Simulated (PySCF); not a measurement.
**Dipole response of Cu⁻ (copper, charge -1)**

[Ar] 3d10 4s2, closed-shell 1S. Calculation: PySCF 2.14, in aug-cc-pVTZ-PP with one added diffuse shell each of s, p, d, f, g type with ECP10MDF (7s7p6d4f3g, 113 functions); a scalar-relativistic core potential. Coupled (time-dependent) response in atomic units; α is the mean over directions.

```json
{"method": "wB97X", "mean α (bohr³)": "233.7", "C₆ (like pair)": "3437", "S(−4)": "41370"}
```

S(−4) is the Cauchy moment in α(ω) = α(0) + S(−4) ω² + …

α(iu) at wB97X:

```csv
u (hartree),α(iu) (bohr³)
0,233.7
0.0500,165.7
0.100,95.45
0.200,40.94
0.300,23.27
0.500,11.33
0.750,6.479
1.00,4.372
1.50,2.512
2.00,1.692
3.00,0.9600
5.00,0.4551
```

For an ion, C₆ is the dispersion term alone; charge-induced terms of lower order in 1/R come first.

Energies and moments cover only the electrons outside the core potential.
